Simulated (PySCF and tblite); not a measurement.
The numbers below are computed, except where a source is named.
C9H11F, numbered as in [CH:1]#[C:2][C:3]1=[CH:4][C@H:5]([F:6])[CH2:7][CH2:8][CH2:9][CH2:10]1. Level: B3LYP-D3(BJ)/def2-SVP (IEF-PCM, water)//GFN2-xTB, thermal terms from GFN2-xTB, symmetry numbers and mirror pairs counted. Conformers within 3 kcal/mol (GFN2-xTB free energy) were kept, 7 at most. GIAO shieldings: KT3/pcSseg-1 (IEF-PCM, water). Shifts are against TMS (¹H), TMS (¹³C) at the same level. Programs: PySCF with density fitting and tblite.

The 7-ring runs over atoms 3–4–5–7–8–9–10.

| conformer | shape | point group | mirror pair | ΔE(DFT) | Δ(G−E) at 400 K | δ C3 (ppm) |
| --- | --- | --- | --- | --- | --- | --- |
| 1 | 7-ring puckered (ring torsions 64, -79, 66, -67, 79, -63, 0°) | C1 | no | 0.00 | 0.00 | 119.9 |
| 2 | 7-ring puckered (ring torsions -62, 75, -66, 69, -80, 61, 2°) | C1 | no | 1.03 | 0.27 | 129.5 |
| 3 | 7-ring puckered (ring torsions 34, -83, 44, 45, -82, 31, 4°) | C1 | no | 1.75 | 0.05 | 122.3 |
| 4 | 7-ring puckered (ring torsions 55, -1, -74, 48, 42, -73, -3°) | C1 | no | 4.31 | -0.05 | 113.9 |

Energies in kcal/mol; the thermal term leaves out symmetry numbers and mirror images.

Task: Work out the weights at 400 K and the ¹³C shift of C3 under fast exchange.

Result: RT = 0.795 kcal/mol. Each conformer gets RT ln(σ/g), with σ the rotational symmetry number and g = 2 for a mirror pair: 1: σ = 1, g = 1, G = 0.00 + 0.00 + 0.00 = 0.00, 0.00 above the lowest, exp(−ΔG/RT) = 1.000; 2: σ = 1, g = 1, G = 1.03 + 0.27 + 0.00 = 1.31, 1.31 above the lowest, exp(−ΔG/RT) = 0.194; 3: σ = 1, g = 1, G = 1.75 + 0.05 + 0.00 = 1.80, 1.80 above the lowest, exp(−ΔG/RT) = 0.104; 4: σ = 1, g = 1, G = 4.31 − 0.05 + 0.00 = 4.26, 4.26 above the lowest, exp(−ΔG/RT) = 0.005. The sum is 1.302, so the weights are 76.8, 14.9, 8.0, 0.4 %. The averaged shift is 121.5 ppm. At 298.15 K it is 121.0 ppm. At 298.15 K the leading conformer alone gives 119.9 ppm and bare DFT energies give 121.4 ppm.
